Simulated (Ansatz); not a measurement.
Reactions of C3H7ClSi (`ClC[SiH]1CC1`).

Calculated with Ansatz (gas phase, PBE0-D4/def2-TZVP geometries, no zero-point term in ΔE). CCSD(T)/CBS is the MP2 limit (def2-TZVPP, def2-QZVPP) plus CCSD(T) − MP2 in def2-TZVPP, frozen cores. This one scheme is used for every species. Double bonds are as drawn, so ΔE can hold a change between cis and trans. One conformer a species, not always the lowest.

| reaction | HF/CBS(def2) (kcal/mol) |
| --- | --- |
| `ClC[SiH]1CC1` → `[SiH3]C1(Cl)CC1` | -1.0 |
| `ClC[SiH]1CC1` → `C=CC[SiH2]Cl` | -50.8 |
| `ClC[SiH]1CC1` → `[SiH3]/C=C\CCl` | -10.5 |
| `ClC[SiH]1CC1` + `NC(=O)[SiH2]Cl` → `Cl[SiH]1CC1` + `NC(=O)[SiH2]CCl` | 0.9 |
| `ClC[SiH]1CC1` + H–F → `FC[SiH]1CC1` + HCl | 5.7 |
| `ClC[SiH]1CC1` + PH₃ → `P[SiH]1CC1` + `CCl` | -7.7 |
| `ClC[SiH]1CC1` → `C/C=C\[SiH2]Cl` | -51.0 |
| `ClC[SiH]1CC1` + SiH₄ → `[SiH3]C[SiH]1CC1` + HCl | -16.6 |
| `ClC[SiH]1CC1` + CH₃SH → `CS[SiH]1CC1` + `CCl` | -15.9 |
| `ClC[SiH]1CC1` + SiH₄ → `[SiH3][SiH]1CC1` + `CCl` | -3.0 |

Problem. Give the CCSD(T)/CBS values in the same order. (An estimate is asked.)

Solution. Computed: 2.4, -42.6, -3.3, 1.6, 10.6, -8.7, -42.8, -19.2, -16.4, -4.6 kcal/mol.

Largest T1 diagnostic: 0.015, for `NC(=O)[SiH2]Cl`.
